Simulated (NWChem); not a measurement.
System: C$_{2}$H$_{5}$NOSi; SMILES [SiH3]/N=C/C=O

```xyz
10

O      0.2748    -2.9465     0.0000
C     -0.3788    -1.9256     0.0000
C      0.2522    -0.5613     0.0000
N     -0.4886     0.4714     0.0000
Si     0.1004     2.1333     0.0000
H     -1.4880    -1.9130     0.0000
H      1.3553    -0.5669     0.0000
H     -0.4413     2.7948    -1.2121
H      1.5911     2.2187     0.0000
H     -0.4413     2.7948     1.2121
```
Atoms are numbered in this order, from 1.

Program: NWChem. Coordinates come from a B3LYP/6-31G* (spherical d) optimisation.

For level Hartree-Fock/def2-SVP:

```yaml
highest occupied level (eV): -11.23
orbital gap (eV): 12.74
dipole (D): 2.25
```

Question: What are these values for level revPBE/def2-SVP?

Answer: 
| Quantity | Result |
|---|---|
| highest occupied level (eV) | -5.78 |
| orbital gap (eV) | 2.26 |
| dipole (D) | 1.88 |
